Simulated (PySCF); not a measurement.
Species, as SMILES: [C]=C=[C] (closed-shell singlet).
Geometry (B3LYP-D3(BJ)/def2-TZVP, fixed):
```
C
C 1 1.2873
C 1 1.2873 2 180.00
```
Charge 0, spin multiplicity 1.

Basis-set convergence of the mean static polarisability at HF with PySCF. All functions are spherical. Density fitting with generated auxiliary sets. No added dispersion term, no relativity. Reference: the value in d-aug-cc-pVTZ, 34.05 bohr³, itself unsure by roughly 0.1 % (its mean distance from aug-pcseg-3, aug-cc-pVQZ, aug-pcseg-2).

```tsv
basis	functions	mean static polarisability (bohr³)
pcseg-0	27	26.64
pcseg-1	42	(withheld)
6-31+G*	54	(withheld)
aug-cc-pVDZ	69	(withheld)
Sadlej pVTZ	72	33.59
6-311++G(2d,2p)	81	32.18
pcseg-2	90	31.20
def2-TZVPPD	111	33.91
def2-QZVPP	171	(withheld)
```

Problem. Complete the blanks.

Solution. 
- pcseg-1, mean static polarisability (bohr³): 28.39
- 6-31+G*, mean static polarisability (bohr³): 30.86
- aug-cc-pVDZ, mean static polarisability (bohr³): 33.69
- def2-QZVPP, mean static polarisability (bohr³): 32.63
